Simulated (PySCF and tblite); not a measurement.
The numbers below are computed, except where a source is named.
System: C₆H₁₃N, numbered as in [CH3:1][C:2]([CH3:3])([CH3:4])[N:5]1[CH2:6][CH2:7]1.

For the pyramidal inversion at N5: electronic barrier 15.42 kcal/mol, zero-point change -1.12 kcal/mol, thermal and entropy terms at 298.15 K a further -0.50 kcal/mol (symmetry numbers apart). The minimum is Cs, the saddle C1. Level: PBE/pcSseg-1 + D3(BJ), IEF-PCM chloroform on GFN2-xTB stationary points, with GFN2-xTB thermal terms. Rates follow Eyring's equation with the number of equivalent paths and no tunnelling. Programs: tblite and PySCF.

Q: How many equivalent paths lead out of the minimum?

A: 2: the symmetry number of the minimum is 1, that of the saddle displaced along its mode 1, and the displaced saddle is chiral while the minimum is not, which doubles the count.

Q: Work out the rate at 298.15 K.

A: ΔG‡ = 13.80 kcal/mol; k_B T/h = 6.2×10¹² s⁻¹; exp(−ΔG‡/RT) = 7.7×10⁻¹¹; times 2 gives k = 954 s⁻¹. Wigner's tunnelling factor for the 316i cm⁻¹ mode would be 1.10.
